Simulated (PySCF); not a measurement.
Si(H)(Me)2(NH2) (C2H9NSi), SMILES N[SiH](C)C. Geometry optimised at PBE-D3(BJ)/def2-SVP. The values are those of a single conformer.

Computed equilibrium geometry at PBE-D3(BJ)/def2-SVP (PySCF confirms it by a frequency run) as bond lengths and angles (one conformer of several):
Atoms: Si1 C2 C3 N4 H5 H6 H7 H8 H9 H10 H11 H12 H13. Bonded distances (Å): Si1–C2 1.897, Si1–C3 1.887, Si1–N4 1.756, Si1–H5 1.509, C2–H6 1.110, C2–H7 1.110, C2–H8 1.111, C3–H9 1.108, C3–H10 1.110, C3–H11 1.109, N4–H12 1.025, N4–H13 1.024. Bond angles (°): C2–Si1–C3 109.1, C2–Si1–N4 115.8, C2–Si1–H5 107.9, C3–Si1–N4 107.5, C3–Si1–H5 110.9, N4–Si1–H5 105.6, Si1–C2–H6 111.2, Si1–C2–H7 111.4, Si1–C2–H8 111.0, H6–C2–H7 107.7, H6–C2–H8 107.7, H7–C2–H8 107.6, Si1–C3–H9 111.0, Si1–C3–H10 110.8, Si1–C3–H11 111.1, H9–C3–H10 108.0, H9–C3–H11 108.4, H10–C3–H11 107.4, Si1–N4–H12 117.4, Si1–N4–H13 117.5, H12–N4–H13 109.0.
Charge 0, spin multiplicity 1.
